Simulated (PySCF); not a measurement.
Si(OMe)(SMe)3, SMILES CO[Si](SC)(SC)SC, GFN2-xTB optimised geometry.

```
21

C     -1.53     2.03     0.25
O     -0.28     1.44     0.00
Si     0.10    -0.14     0.00
S      2.24    -0.14     0.00
C      2.52     0.81     1.53
S     -0.74    -1.03     1.77
C     -0.33    -2.78     1.49
S     -0.63    -1.18    -1.73
C      0.44    -0.44    -3.00
H     -1.91     1.71     1.22
H     -1.38     3.11     0.25
H     -2.24     1.76    -0.53
H      3.60     0.82     1.69
H      2.03     0.31     2.36
H      2.14     1.81     1.40
H     -0.80    -3.11     0.57
H      0.75    -2.90     1.44
H     -0.73    -3.33     2.33
H      1.48    -0.65    -2.76
H      0.27     0.63    -3.04
H      0.17    -0.90    -3.94
```

Density from PBE0/def2-SVP (PySCF) at that geometry.

Minimum of the electron density along straight lines between bonded atoms, close to the bond critical point (lines longer than 1.1 times the sum of covalent radii, or with two minima, are not listed):

```csv
bond,length / Å,ρ at the minimum / e bohr⁻³,∇²ρ there / e bohr⁻⁵,position (fraction from the first atom)
C1–O2,1.408,0.249,-0.28,0.34
O2–Si3,1.617,0.132,1.11,0.59
Si3–S4,2.144,0.097,0.15,0.35
S4–C5,1.818,0.176,-0.30,0.54
Si3–S6,2.151,0.095,0.15,0.35
S6–C7,1.821,0.175,-0.29,0.54
Si3–S8,2.151,0.096,0.15,0.35
S8–C9,1.818,0.176,-0.30,0.54
C1–H10,1.090,0.283,-1.09,0.64
C1–H11,1.089,0.284,-1.10,0.64
C1–H12,1.091,0.283,-1.09,0.64
C5–H13,1.085,0.280,-1.06,0.64
C5–H14,1.086,0.281,-1.08,0.64
C5–H15,1.085,0.282,-1.08,0.64
C7–H16,1.085,0.282,-1.08,0.64
C7–H17,1.085,0.281,-1.08,0.64
C7–H18,1.084,0.280,-1.06,0.64
C9–H19,1.085,0.282,-1.08,0.64
C9–H20,1.085,0.281,-1.07,0.64
C9–H21,1.085,0.280,-1.06,0.64
```
